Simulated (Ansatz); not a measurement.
C3H9NSi2, SMILES N#CCC[SiH2][SiH3].

The structure is a stationary point at B3LYP-D3(BJ)/def2-SVP. The structure was generated by enumeration, and PubChem lists no compound with its InChIKey, so it may never have been made. The values are those of a single conformer.

Two levels are set side by side: PBE/def2-SVPD (Ansatz, a quantum-chemistry and plane-wave program) and PBE0/def2-SVPD (Ansatz). Energy differences of separate SCF runs at the same geometry; the states with an electron removed or added have multiplicity 2 and 2. Differences are taken from unrounded values.

| quantity | PBE |
|---|---|
| vertical ionisation energy (eV) | 9.84 |
| vertical singlet–triplet gap (eV) | 5.85 |

These are the PBE values. What does PBE0 give? (An estimate is asked for; the answer gives what the named calculation found.)


```json
[
 {"quantity": "vertical ionisation energy (eV)", "PBE0": "10.19", "PBE minus PBE0": "-0.34"},
 {"quantity": "vertical singlet–triplet gap (eV)", "PBE0": "6.12", "PBE minus PBE0": "-0.27"}
]
```
